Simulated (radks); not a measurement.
Charge is removed step by step from the 5d up level of the gadolinium ion Gd+, starting from [Xe] 4f7 5d(up 1, down 0) 6s1. All-electron calculation, scalar-relativistic Kohn-Sham, PBEsol, spin-polarised, spherical densities, point nucleus; open shells are filled with parallel spins first (spin-orbit coupling, left out, can overturn this in heavy ions). Program: a radial shooting solver on a logarithmic mesh with Libxc functionals.

| removed (e) | E - E(0) (eV) | eigenvalue (eV) | E minus straight line (eV) |
|---|---|---|---|
| 0 | 0.000 | -9.074 | 0.000 |
| 0.125 | 1.196 | -10.063 | -0.456 |
| 0.25 | 2.517 | -11.076 | -0.788 |
| 0.375 | 3.965 | -12.111 | -0.991 |
| 0.5 | 5.545 | -13.167 | -1.064 |
| 0.625 | 7.257 | -14.242 | -1.004 |
| 0.75 | 9.105 | -15.336 | -0.808 |
| 0.875 | 11.091 | -16.448 | -0.474 |
| 1 | 13.217 | -17.577 | 0.000 |

Removing the whole electron costs 13.217 eV by Delta-SCF, against 9.074 eV from minus the eigenvalue at the starting occupation. Slater's transition state (half an electron removed) gives 13.167 eV. Integrating minus the eigenvalue over the occupation (Janak's theorem) gives 13.219 eV. In this scalar-relativistic scheme the density is built from large components alone, so the theorem holds only approximately. The mean slope of the eigenvalue, de/dn, is 8.50 eV per electron.
